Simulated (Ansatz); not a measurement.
# Molecular dynamics of BF3

Input file:

```yaml
crystal:
  periodic: [false, false, false]
  atoms:
    - { symbol: B, position_ang: [-0.009188, 0.01113, 0.005951] }
    - { symbol: F, position_ang: [0.028735, -0.002165, 1.329071] }
    - { symbol: F, position_ang: [1.125892, -0.001834, -0.642688] }
    - { symbol: F, position_ang: [-1.149399, -0.002334, -0.68977] }
basis:
  gaussian: { orbitals: "6-31G*" }
hamiltonian:
  xc: pbe0
md:
  timestep: 1.0
  n_steps: 150
  ensemble: nve
  temperature: 1000.0
  initial_velocities: maxwell_boltzmann
  seed: 697227
```

Command:

```bash
$ ansatz run input.yaml --threads 1 --pin off --max-ram 2048MiB --backend cpu --events-out ev --progress --plain --runs-dir out
```

It goes on from the last frame of an earlier run, with new velocities.

Output, in part (one step line in 2, the closing report, with atoms numbered from 0):

```
md step     0: t =     0.00 fs  T =  1000.0 K  F+E_penalty+E_count = -8822.88100152 eV  E_kin = 0.258520 eV  conserved = -8822.62248152 eV  (22 SCF iters)
md step     2: t =     2.00 fs  T =   734.8 K  F+E_penalty+E_count = -8822.81151216 eV  E_kin = 0.189963 eV  conserved = -8822.62154928 eV  (26 SCF iters)
md step     4: t =     4.00 fs  T =   384.7 K  F+E_penalty+E_count = -8822.71941854 eV  E_kin = 0.099443 eV  conserved = -8822.61997550 eV  (26 SCF iters)
md step     6: t =     6.00 fs  T =   290.8 K  F+E_penalty+E_count = -8822.69510452 eV  E_kin = 0.075186 eV  conserved = -8822.61991850 eV  (27 SCF iters)
md step     8: t =     8.00 fs  T =   464.7 K  F+E_penalty+E_count = -8822.74164742 eV  E_kin = 0.120145 eV  conserved = -8822.62150271 eV  (26 SCF iters)
md step    10: t =    10.00 fs  T =   571.0 K  F+E_penalty+E_count = -8822.77010154 eV  E_kin = 0.147628 eV  conserved = -8822.62247394 eV  (26 SCF iters)
md step    12: t =    12.00 fs  T =   398.1 K  F+E_penalty+E_count = -8822.72450774 eV  E_kin = 0.102923 eV  conserved = -8822.62158491 eV  (25 SCF iters)
md step    14: t =    14.00 fs  T =   142.2 K  F+E_penalty+E_count = -8822.65663808 eV  E_kin = 0.036767 eV  conserved = -8822.61987093 eV  (26 SCF iters)
md step    16: t =    16.00 fs  T =   166.9 K  F+E_penalty+E_count = -8822.66286915 eV  E_kin = 0.043145 eV  conserved = -8822.61972369 eV  (27 SCF iters)
md step    18: t =    18.00 fs  T =   503.9 K  F+E_penalty+E_count = -8822.75159410 eV  E_kin = 0.130280 eV  conserved = -8822.62131370 eV  (26 SCF iters)
md step    20: t =    20.00 fs  T =   811.1 K  F+E_penalty+E_count = -8822.83216355 eV  E_kin = 0.209697 eV  conserved = -8822.62246621 eV  (25 SCF iters)
md step    22: t =    22.00 fs  T =   816.6 K  F+E_penalty+E_count = -8822.83321547 eV  E_kin = 0.211102 eV  conserved = -8822.62211388 eV  (25 SCF iters)
md step    24: t =    24.00 fs  T =   584.1 K  F+E_penalty+E_count = -8822.77181597 eV  E_kin = 0.151014 eV  conserved = -8822.62080188 eV  (26 SCF iters)
md step    26: t =    26.00 fs  T =   402.3 K  F+E_penalty+E_count = -8822.72386878 eV  E_kin = 0.103999 eV  conserved = -8822.61986981 eV  (26 SCF iters)
md step    28: t =    28.00 fs  T =   478.2 K  F+E_penalty+E_count = -8822.74384450 eV  E_kin = 0.123615 eV  conserved = -8822.62022955 eV  (27 SCF iters)
md step    30: t =    30.00 fs  T =   736.9 K  F+E_penalty+E_count = -8822.81180711 eV  E_kin = 0.190491 eV  conserved = -8822.62131628 eV  (26 SCF iters)
md step    32: t =    32.00 fs  T =   931.5 K  F+E_penalty+E_count = -8822.86291241 eV  E_kin = 0.240799 eV  conserved = -8822.62211329 eV  (25 SCF iters)
md step    34: t =    34.00 fs  T =   878.3 K  F+E_penalty+E_count = -8822.84910305 eV  E_kin = 0.227050 eV  conserved = -8822.62205325 eV  (26 SCF iters)
md step    36: t =    36.00 fs  T =   608.2 K  F+E_penalty+E_count = -8822.77818264 eV  E_kin = 0.157233 eV  conserved = -8822.62094971 eV  (25 SCF iters)
md step    38: t =    38.00 fs  T =   383.9 K  F+E_penalty+E_count = -8822.71903983 eV  E_kin = 0.099240 eV  conserved = -8822.61979986 eV  (26 SCF iters)
md step    40: t =    40.00 fs  T =   448.4 K  F+E_penalty+E_count = -8822.73628129 eV  E_kin = 0.115911 eV  conserved = -8822.62036996 eV  (26 SCF iters)
md step    42: t =    42.00 fs  T =   675.5 K  F+E_penalty+E_count = -8822.79672928 eV  E_kin = 0.174625 eV  conserved = -8822.62210392 eV  (25 SCF iters)
md step    44: t =    44.00 fs  T =   695.8 K  F+E_penalty+E_count = -8822.80260825 eV  E_kin = 0.179890 eV  conserved = -8822.62271828 eV  (24 SCF iters)
md step    46: t =    46.00 fs  T =   383.0 K  F+E_penalty+E_count = -8822.72034167 eV  E_kin = 0.099000 eV  conserved = -8822.62134133 eV  (26 SCF iters)
md step    48: t =    48.00 fs  T =    47.5 K  F+E_penalty+E_count = -8822.63176348 eV  E_kin = 0.012276 eV  conserved = -8822.61948763 eV  (25 SCF iters)
md step    50: t =    50.00 fs  T =    86.0 K  F+E_penalty+E_count = -8822.64191210 eV  E_kin = 0.022236 eV  conserved = -8822.61967572 eV  (27 SCF iters)
md step    52: t =    52.00 fs  T =   461.6 K  F+E_penalty+E_count = -8822.74087176 eV  E_kin = 0.119331 eV  conserved = -8822.62154101 eV  (26 SCF iters)
md step    54: t =    54.00 fs  T =   769.6 K  F+E_penalty+E_count = -8822.82160331 eV  E_kin = 0.198948 eV  conserved = -8822.62265572 eV  (23 SCF iters)
md step    56: t =    56.00 fs  T =   748.3 K  F+E_penalty+E_count = -8822.81549026 eV  E_kin = 0.193453 eV  conserved = -8822.62203758 eV  (26 SCF iters)
md step    58: t =    58.00 fs  T =   529.4 K  F+E_penalty+E_count = -8822.75731164 eV  E_kin = 0.136864 eV  conserved = -8822.62044760 eV  (26 SCF iters)
md step    60: t =    60.00 fs  T =   456.7 K  F+E_penalty+E_count = -8822.73791938 eV  E_kin = 0.118072 eV  conserved = -8822.61984708 eV  (26 SCF iters)
md step    62: t =    62.00 fs  T =   660.5 K  F+E_penalty+E_count = -8822.79168782 eV  E_kin = 0.170764 eV  conserved = -8822.62092371 eV  (27 SCF iters)
md step    64: t =    64.00 fs  T =   912.0 K  F+E_penalty+E_count = -8822.85784621 eV  E_kin = 0.235759 eV  conserved = -8822.62208695 eV  (26 SCF iters)
md step    66: t =    66.00 fs  T =   939.8 K  F+E_penalty+E_count = -8822.86515433 eV  E_kin = 0.242969 eV  conserved = -8822.62218510 eV  (25 SCF iters)
md step    68: t =    68.00 fs  T =   708.7 K  F+E_penalty+E_count = -8822.80451548 eV  E_kin = 0.183225 eV  conserved = -8822.62129042 eV  (25 SCF iters)
md step    70: t =    70.00 fs  T =   422.9 K  F+E_penalty+E_count = -8822.72944597 eV  E_kin = 0.109316 eV  conserved = -8822.62012999 eV  (26 SCF iters)
md step    72: t =    72.00 fs  T =   342.3 K  F+E_penalty+E_count = -8822.70837401 eV  E_kin = 0.088495 eV  conserved = -8822.61987948 eV  (23 SCF iters)
md step    74: t =    74.00 fs  T =   520.4 K  F+E_penalty+E_count = -8822.75542188 eV  E_kin = 0.134534 eV  conserved = -8822.62088838 eV  (26 SCF iters)
md step    76: t =    76.00 fs  T =   734.5 K  F+E_penalty+E_count = -8822.81196579 eV  E_kin = 0.189880 eV  conserved = -8822.62208626 eV  (26 SCF iters)
md step    78: t =    78.00 fs  T =   717.0 K  F+E_penalty+E_count = -8822.80772633 eV  E_kin = 0.185367 eV  conserved = -8822.62235935 eV  (24 SCF iters)
md step    80: t =    80.00 fs  T =   421.4 K  F+E_penalty+E_count = -8822.73020413 eV  E_kin = 0.108944 eV  conserved = -8822.62125979 eV  (25 SCF iters)
md step    82: t =    82.00 fs  T =   113.5 K  F+E_penalty+E_count = -8822.64901359 eV  E_kin = 0.029342 eV  conserved = -8822.61967170 eV  (27 SCF iters)
md step    84: t =    84.00 fs  T =   135.3 K  F+E_penalty+E_count = -8822.65478653 eV  E_kin = 0.034970 eV  conserved = -8822.61981701 eV  (26 SCF iters)
md step    86: t =    86.00 fs  T =   450.4 K  F+E_penalty+E_count = -8822.73814746 eV  E_kin = 0.116443 eV  conserved = -8822.62170481 eV  (25 SCF iters)
md step    88: t =    88.00 fs  T =   660.2 K  F+E_penalty+E_count = -8822.79335576 eV  E_kin = 0.170678 eV  conserved = -8822.62267793 eV  (25 SCF iters)
md step    90: t =    90.00 fs  T =   552.8 K  F+E_penalty+E_count = -8822.76441585 eV  E_kin = 0.142900 eV  conserved = -8822.62151582 eV  (26 SCF iters)
md step    92: t =    92.00 fs  T =   374.5 K  F+E_penalty+E_count = -8822.71668395 eV  E_kin = 0.096827 eV  conserved = -8822.61985740 eV  (25 SCF iters)
md step    94: t =    94.00 fs  T =   474.2 K  F+E_penalty+E_count = -8822.74266316 eV  E_kin = 0.122587 eV  conserved = -8822.62007622 eV  (27 SCF iters)
md step    96: t =    96.00 fs  T =   811.4 K  F+E_penalty+E_count = -8822.83138841 eV  E_kin = 0.209757 eV  conserved = -8822.62163161 eV  (25 SCF iters)
md step    98: t =    98.00 fs  T =  1045.0 K  F+E_penalty+E_count = -8822.89260408 eV  E_kin = 0.270147 eV  conserved = -8822.62245667 eV  (26 SCF iters)
md step   100: t =   100.00 fs  T =   966.5 K  F+E_penalty+E_count = -8822.87184359 eV  E_kin = 0.249857 eV  conserved = -8822.62198669 eV  (26 SCF iters)
md step   102: t =   102.00 fs  T =   667.6 K  F+E_penalty+E_count = -8822.79336327 eV  E_kin = 0.172592 eV  conserved = -8822.62077133 eV  (26 SCF iters)
md step   104: t =   104.00 fs  T =   420.1 K  F+E_penalty+E_count = -8822.72849205 eV  E_kin = 0.108601 eV  conserved = -8822.61989099 eV  (27 SCF iters)
md step   106: t =   106.00 fs  T =   418.9 K  F+E_penalty+E_count = -8822.72852661 eV  E_kin = 0.108296 eV  conserved = -8822.62023105 eV  (25 SCF iters)
md step   108: t =   108.00 fs  T =   592.2 K  F+E_penalty+E_count = -8822.77441030 eV  E_kin = 0.153107 eV  conserved = -8822.62130287 eV  (26 SCF iters)
md step   110: t =   110.00 fs  T =   702.3 K  F+E_penalty+E_count = -8822.80352228 eV  E_kin = 0.181570 eV  conserved = -8822.62195215 eV  (25 SCF iters)
md step   112: t =   112.00 fs  T =   600.2 K  F+E_penalty+E_count = -8822.77681007 eV  E_kin = 0.155151 eV  conserved = -8822.62165876 eV  (25 SCF iters)
md step   114: t =   114.00 fs  T =   357.0 K  F+E_penalty+E_count = -8822.71294556 eV  E_kin = 0.092289 eV  conserved = -8822.62065630 eV  (25 SCF iters)
md step   116: t =   116.00 fs  T =   203.0 K  F+E_penalty+E_count = -8822.67240332 eV  E_kin = 0.052485 eV  conserved = -8822.61991879 eV  (27 SCF iters)
md step   118: t =   118.00 fs  T =   296.9 K  F+E_penalty+E_count = -8822.69721903 eV  E_kin = 0.076756 eV  conserved = -8822.62046257 eV  (27 SCF iters)
md step   120: t =   120.00 fs  T =   517.6 K  F+E_penalty+E_count = -8822.75560634 eV  E_kin = 0.133801 eV  conserved = -8822.62180564 eV  (26 SCF iters)
md step   122: t =   122.00 fs  T =   579.8 K  F+E_penalty+E_count = -8822.77218284 eV  E_kin = 0.149879 eV  conserved = -8822.62230424 eV  (26 SCF iters)
md step   124: t =   124.00 fs  T =   396.6 K  F+E_penalty+E_count = -8822.72357072 eV  E_kin = 0.102541 eV  conserved = -8822.62102996 eV  (26 SCF iters)
md step   126: t =   126.00 fs  T =   258.2 K  F+E_penalty+E_count = -8822.68626676 eV  E_kin = 0.066746 eV  conserved = -8822.61952110 eV  (26 SCF iters)
md step   128: t =   128.00 fs  T =   474.2 K  F+E_penalty+E_count = -8822.74288493 eV  E_kin = 0.122581 eV  conserved = -8822.62030389 eV  (27 SCF iters)
md step   130: t =   130.00 fs  T =   881.8 K  F+E_penalty+E_count = -8822.85013127 eV  E_kin = 0.227965 eV  conserved = -8822.62216597 eV  (25 SCF iters)
md step   132: t =   132.00 fs  T =  1074.7 K  F+E_penalty+E_count = -8822.90035540 eV  E_kin = 0.277823 eV  conserved = -8822.62253257 eV  (25 SCF iters)
md step   134: t =   134.00 fs  T =   939.1 K  F+E_penalty+E_count = -8822.86421777 eV  E_kin = 0.242784 eV  conserved = -8822.62143419 eV  (26 SCF iters)
md step   136: t =   136.00 fs  T =   695.1 K  F+E_penalty+E_count = -8822.80005529 eV  E_kin = 0.179704 eV  conserved = -8822.62035141 eV  (27 SCF iters)
md step   138: t =   138.00 fs  T =   579.6 K  F+E_penalty+E_count = -8822.77012730 eV  E_kin = 0.149825 eV  conserved = -8822.62030196 eV  (26 SCF iters)
md step   140: t =   140.00 fs  T =   611.9 K  F+E_penalty+E_count = -8822.77916159 eV  E_kin = 0.158196 eV  conserved = -8822.62096545 eV  (25 SCF iters)
md step   142: t =   142.00 fs  T =   647.4 K  F+E_penalty+E_count = -8822.78884504 eV  E_kin = 0.167367 eV  conserved = -8822.62147808 eV  (25 SCF iters)
md step   144: t =   144.00 fs  T =   565.0 K  F+E_penalty+E_count = -8822.76751048 eV  E_kin = 0.146074 eV  conserved = -8822.62143606 eV  (25 SCF iters)
md step   146: t =   146.00 fs  T =   374.6 K  F+E_penalty+E_count = -8822.71770594 eV  E_kin = 0.096842 eV  conserved = -8822.62086413 eV  (25 SCF iters)
md step   148: t =   148.00 fs  T =   212.3 K  F+E_penalty+E_count = -8822.67503070 eV  E_kin = 0.054872 eV  conserved = -8822.62015838 eV  (27 SCF iters)
md step   150: t =   150.00 fs  T =   235.8 K  F+E_penalty+E_count = -8822.68107612 eV  E_kin = 0.060957 eV  conserved = -8822.62011907 eV  (24 SCF iters)
Total energy: -8822.68108726 eV, -324.2275497288 hartree
Atom 0 at    -0.086045     0.011265     0.005823 Å, force     3.852861    -0.223584     0.553677 eV/Å
Atom 1 at     0.076411    -0.002162     1.339537 Å, force    -1.442850     0.078359    -1.151938 eV/Å
Atom 2 at     1.125381    -0.002083    -0.619421 Å, force    -1.566509     0.085068     0.217532 eV/Å
Atom 3 at    -1.152833    -0.002164    -0.723430 Å, force    -0.843502     0.060157     0.380729 eV/Å
Dipole moment:    -0.150533     0.012329    -0.000607 e Å
```

All steps were run. The conserved energy stayed within 0.81 meV per atom of its start (net change 0.59 meV per atom), so the integration is sound. Over the second half the temperature averaged 0.55 of the 1000 K drawn at the start: a run that starts near a minimum puts about half its kinetic energy into the potential. A run of 0.15 ps of so small a system gives no equilibrium averages.

The same pairs are bonded in the first frame and the last. Pairs count as bonded within 1.25 times the sum of covalent radii (0.12 Å more for H–H).

Last frame:

```xyz
4
Properties=species:S:1:pos:R:3
B -0.086 0.011 0.006
F 0.076 -0.002 1.339
F 1.125 -0.002 -0.619
F -1.153 -0.002 -0.723
```

The run took 57 s on 1 thread of AMD EPYC 9R45 96-Core Processor (Zen 5), with other jobs on the host, peak memory 0.12 GiB.
